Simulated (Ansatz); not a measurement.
Basis-set extrapolation for AlBClH2N (`[Cl][Al]1[BH][NH]1`) (PBE0-D4/def2-TZVP geometry, frozen core, Ansatz). Multiplicity 1, RHF reference.

```tsv
	def2-TZVPP	def2-QZVPP
HF	-781.839877	-781.863090
MP2 correlation	-0.559004	-0.604790
CCSD(T) correlation	-0.619255	not run
```

Energies in hartree. Use E(X) = E(∞) + A·exp(−7.88·√X) for Hartree–Fock and E(X) = E(∞) + B·X^(−2.97) for correlation, with X = 3 and 4, and add CCSD(T) minus MP2 of the smaller set to the MP2 limit.

Task: What is the CCSD(T) energy at the basis-set limit?

Result: HF limit: -781.863090 + (-0.023213) × 0.13774 = -781.86629. MP2 limit: -0.604790 + (-0.045786) × 0.74074 = -0.63871. Higher-order term: -0.619255 − (-0.559004) = -0.06025. Total: -782.56525 hartree, 278.6 kJ/mol below CCSD(T)/def2-TZVPP.
